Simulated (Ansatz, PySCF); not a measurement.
Gas-phase reaction in SMILES: C=C(C)CCC + 6 [H][H] (H2) -> 6 C (CH4)
Structures are relaxed separately at B3LYP-D3(BJ)/def2-TZVP in Ansatz (a program for electronic structure), one conformer each, not searched for the lowest. Frequencies are from Ansatz or PySCF.

Wanted: energy of full hydrogenation (enthalpy at 298 K, with B3LYP-D3(BJ) rigid-rotor harmonic-oscillator terms), in kcal/mol. Valence correlation only, unless marked. Spin-orbit coupling is left out. No relativistic terms. Basis-set limits of correlation are two-point, X^-3; Hartree-Fock from the larger set.

Level to compare with: CCSD(T)/CBS(cc-pVTZ,cc-pVQZ) (Ansatz), -94.2 kcal/mol. It is a level with limits of its own, and the differences hold the functionals' basis error too.

Problem. Rank these functionals by how close they come to CCSD(T)/CBS(cc-pVTZ,cc-pVQZ), closest first: LC-wPBE/def2-TZVPD (Ansatz); wB97X-V/def2-TZVPD (Ansatz); HSE06/def2-TZVPD (Ansatz).

Solution. wB97X-V/def2-TZVPD (range-separated hybrid with VV10, -96.8 kcal/mol, difference -2.6), HSE06/def2-TZVPD (screened hybrid, -102.4 kcal/mol, difference -8.2), LC-wPBE/def2-TZVPD (range-separated hybrid, -104.6 kcal/mol, difference -10.4)
